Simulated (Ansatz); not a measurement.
tert-butylthiol (C$_{4}$H$_{10}$S), singlet, geometry from GFN2-xTB; PBE0/def2-SVP run with Ansatz (a first-principles code).

Input for Ansatz:
Ansatz 0.2 input:
```yaml
crystal:
  periodic: [false, false, false]
  atoms:
    - {symbol: C, position_ang: [-0.27495685, 1.20543706, -1.11877704]}
    - {symbol: C, position_ang: [-0.25343606, -0.04805098, -0.25431260]}
    - {symbol: C, position_ang: [0.14198153, -1.27454648, -1.06569900]}
    - {symbol: C, position_ang: [-1.59673719, -0.25919009, 0.43245482]}
    - {symbol: S, position_ang: [0.98701307, 0.18966928, 1.10880267]}
    - {symbol: H, position_ang: [-1.03913786, 1.11103924, -1.88863210]}
    - {symbol: H, position_ang: [-0.49880025, 2.08127673, -0.51383744]}
    - {symbol: H, position_ang: [0.68643761, 1.35918651, -1.60583494]}
    - {symbol: H, position_ang: [0.21247901, -2.14947038, -0.42328855]}
    - {symbol: H, position_ang: [-0.60567559, -1.46722978, -1.83345051]}
    - {symbol: H, position_ang: [1.10420709, -1.12574049, -1.55265110]}
    - {symbol: H, position_ang: [-1.56032226, -1.13400457, 1.07807135]}
    - {symbol: H, position_ang: [-1.85277692, 0.60553963, 1.04084062]}
    - {symbol: H, position_ang: [-2.37740496, -0.40635703, -0.31137887]}
    - {symbol: H, position_ang: [2.03767639, 0.34915454, 0.30732168]}
basis:
  gaussian:
    orbitals: def2-SVP
hamiltonian:
  xc: pbe0
```

Output, abridged:

```
Functional definition: PBE0
1420 factors; their error is unknown
mean field evaluation 1: about -15123.3170 eV, gradient 5.7e1 eV
mean field evaluation 2: about -15120.1444 eV, gradient 6.6e1 eV
mean field evaluation 4: about -15131.3385 eV, gradient 2.4e0 eV
mean field evaluation 8: about -15131.3499 eV, gradient 9.1e-2 eV
mean field evaluation 16: about -15131.3879 eV, gradient 3.2e-5 eV
mean field -15131.38789802 eV, -556.0682488292 hartree, gradient 3.2e-5 eV, S^2 0.000000; 0 other end points of the search recorded, 0 dependent functions left out
reference -15131.38792374 eV, -556.0682497744 hartree; 25, 25 occupied and 99, 99 virtual orbitals, 1420 factors
Total energy: -15131.38792374 eV, -556.0682497744 hartree
```
